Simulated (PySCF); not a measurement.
# Simulated absorption spectrum

Species: BH6NSSi.
SMILES: `NBS[SiH3]`

Theory: TDDFT wB97X-D/def2-SVPD, vertical, gas phase, core orbitals frozen in the response in PySCF. Isolated species at its PBE0-D3(BJ)/def2-SVP geometry (one conformer only). Torsions of this conformer, `[NH2:1][BH:2][S:3][SiH3:4]`: N1–B2–S3–Si4 -178°, H–N1–B2–S3 0°, H–N1–B2–S3 180°.

Each state is given a Gaussian of 0.3 eV full width at half maximum, with ε(max) = 2.175×10⁸ f / Δν̃ (Δν̃ the width in cm⁻¹). The width is an assumption, not a result. The curve ends short of the highest state used, and states not computed would add to its high-energy end.

λ (nm), ε (L mol⁻¹ cm⁻¹) and a bar:
```
    163.5       5703 ############
    164.7       3281 #######
    165.8       2045 ####
    167.0       1643 ###
    168.2       1820 ####
    169.3       2105 ####
    170.5       2244 #####
    171.6       2101 ####
    172.8       1699 ####
    174.0       1193 ##
    175.1        767 ##
    176.3        422 #
    177.5        208 
    178.6        101 
    179.8         45 
    180.9         26 
    182.1         35 
    183.3         91 
    184.4        231 
    185.6        577 #
    186.7       1199 ###
    187.9       2373 #####
    189.1       4180 #########
    190.2       6363 #############
    191.4       9074 ###################
    192.6      11661 ########################
    193.7      13443 ############################
    194.9      14318 ##############################
    196.0      13989 #############################
    197.2      12532 ##########################
    198.4      10317 ######################
    199.5       8040 #################
    200.7       5689 ############
    201.9       3741 ########
    203.0       2396 #####
    204.2       1383 ###
    205.3        791 ##
    206.5        406 #
    207.7        197 
    208.8         97 
    210.0         42 
    211.2         18 
    212.3          8 
    213.5          3
```

Question: Locate the maxima and give the states behind the curve.

Answer: 195 nm (6.35 eV), ε about 14000, made up of S2 (95%); 170 nm (7.27 eV), ε about 2200, made up of S5 (98%) (ε in L mol⁻¹ cm⁻¹; maxima over ε = 5, shares over 10%). At its high-energy end, 7.58 eV, the curve is still rising (ε about 5500, from S6 and S7). The states used: S1 6.26 eV (f 0.010); S2 6.36 eV (f 0.152); S3 6.97 eV (f 0.0001); S4 7.15 eV (f 0.0007); S5 7.27 eV (f 0.024); S6 7.73 eV (f 0.088); S7 7.75 eV (f 0.040); S8 7.89 eV (f 0.019); S9 8.14 eV (f 0.029); S10 8.18 eV (f 0.0046).

Question: What would ε be at 6.35 eV, the highest of these maxima, with half the width (0.15 eV)?

Answer: About 27700 L mol⁻¹ cm⁻¹ against 14300, a factor of about 1.9; a lone state at its own centre would give exactly 2.

Question: Coming from long wavelengths, where does ε first pass 100 L mol⁻¹ cm⁻¹?

Answer: At about 209 nm (5.94 eV), 0.32 eV below S1.

Question: On this curve, what absorbance would a 10⁻⁵ mol/L sample give at 193 nm over a 1 cm path?

Answer: 193 nm is 6.424 eV, where ε is about 12000 L mol⁻¹ cm⁻¹, so A = ε c l ≈ 0.12 (Beer–Lambert, with the gas-phase spectrum and the assumed width).

The vertical ionisation energy (ΔSCF) is 9.34 eV, 1.16 eV above S10.
